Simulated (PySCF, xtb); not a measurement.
C2H3BrFIn, SMILES [F][In]([CH]=C)[Br].

xtb with GFN2-xTB at its own geometry gives an orbital gap of 2.90 eV and a dipole moment of 6.82 D.

Coordinates come from a B3LYP-D3(BJ)/def2-SVP optimisation. The structure was generated by enumeration; whether it is a known compound was not checked. The def2 effective core potentials stand for the cores of In; spin–orbit coupling is left out. Other conformers were not sampled.

Q: What does PySCF with M06-2X/def2-TZVP give? (The exact figures need the calculation; the answer reports its results.)

A: gap 8.17 eV (levels -9.57 and -1.40 eV), dipole 4.12 D.
